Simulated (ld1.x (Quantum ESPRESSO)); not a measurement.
## Before and after: TM potential for molybdenum (Mo)

ld1.x (Quantum ESPRESSO) 7.5 input, shortened:

```
&input
   title='Mo', zed=42., rel=1, dft='PBE', iswitch=3,
   config='[Kr] 4d4 5s0 5p0'
 /
 &inputp
   pseudotype=2, tm=.true., lloc=0,
   nlcc=.true., rcore=1.20
 /
3
5P  2  1   0.00   0.00  3.30  3.30  0.0
4D  3  2   4.00   0.00  2.50  2.50  0.0
5S  1  0   0.00   0.00  2.85  2.85  0.0
 &test
   configts(1)='4d4 5s0 5p0'
 /
```

Change: all radii but the core radius scaled by about 1.18 (s 3.38, p 3.90, d 2.96 bohr).

Cutoffs: the cutoffs (Ry, on a coarse ladder) from which the occupation-weighted sum of valence levels, in a spherical-Bessel basis at the reference potential, stays within 10 and 1 mRy of its value at 400 Ry; they do not see the model core or the augmentation charge, which bear on the density cutoff. Errors are all-electron minus pseudo energies relative to the spin-unpolarised reference configuration.

Predict the effect on cutoff, ghosts and configuration errors.

The potential gets softer (30 Ry and 35 Ry → 25 Ry and 30 Ry); of the 7 tests that both files solve, the error grows in 1 and shrinks in 3 by more than 15 % and 0.3 meV (median size 133.6 → 109.4 meV); neither file shows a bound ghost. A larger radius leaves more room for a smooth pseudo-wave, so fewer plane waves are needed.

| quantity | base | changed |
| --- | --- | --- |
| cutoff, loose | 30 Ry | 25 Ry |
| cutoff, tight | 35 Ry | 30 Ry |
| bound ghosts | none | none |
| error for 4d5 5s1 5p0, meV [ΔE -22.35 eV] | -100 | -103 |
| error for 4d5 5s0 5p0, meV [ΔE -15.46 eV] | -134 | -109 |
| error for 4d3 5s0 5p0, meV [ΔE 26.74 eV] | -219 | -154 |
| error for 4d5.5 5s0.5 5p0, meV [ΔE -22.07 eV] | -199 | -178 |
| error for 4d4 5s2 5p0, meV [ΔE -22.15 eV] | -30 | -33 |
| error for 4d4 5s1 5p0, meV [ΔE -14.29 eV] | -11 | -18 |
| error for 4d2 5s0 5p0, meV [ΔE 66.25 eV] | -954 | -596 |
